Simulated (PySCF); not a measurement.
Si(H)(SiH3) (H4Si2), SMILES [SiH][SiH3] (connectivity only; charge and spin as stated), neutral, multiplicity 1.

Coordinates come from a ωB97X-D3(BJ)/def2-TZVP optimisation. The isomer is the one that the SMILES or the coordinates give; other isomers of the formula were not compared.

Two levels are set side by side: PBE/def2-TZVPD (PySCF) and PBE0/def2-TZVPD (PySCF). Same geometry, gas phase. Differences are taken from unrounded values.

```
quantity                      PBE0    PBE  PBE minus PBE0
---------------------------  -----  -----  --------------
orbital gap (eV)              3.26   1.42           -1.84
highest occupied level (eV)  -6.64  -5.68            0.97
lowest empty level (eV)      -3.38  -4.26           -0.87
dipole moment (D)             0.17   0.16           -0.01
mean polarisability (bohr³)   67.9   70.3             2.4
```

PBE's occupied levels lie high since its potential decays too fast outside the molecule; exact exchange lowers them and widens the gap. PBE's more diffuse valence density responds more strongly to a field. Differences between two approximate levels are no errors against the true value.

Rough cost on one machine, each run with all the roots and properties that it gave: PBE0 against PBE within a factor of 2.
